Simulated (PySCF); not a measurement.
Excitation energy of Al+ by level of theory

Al+ [Ne] 3s2 (1S) → Al+ [Ne] 3p2 (3P), as a difference of total energies. All numbers are calculated (PySCF 2.14, no relativity, point nucleus, in dyall-av2z). Correlated levels: valence: [Ne] frozen; virtual orbitals above 40 to 60 times the deepest correlated orbital energy dropped. The calculations carry no spin-orbit coupling.

```tsv
method	excitation energy (eV)	error (eV)
UHF	10.695	-0.985
MP2 (valence)	11.259	-0.421
SCS-MP2 (valence)	11.490	-0.190
CCSD (valence)	11.530	-0.150
```

Reference: 11.680 eV (measured; NIST levels, between the centres of gravity of the two terms).

Errors of the correlated levels include the incompleteness of this basis and the frozen core.

With two correlated electrons CCSD is exact in that space.
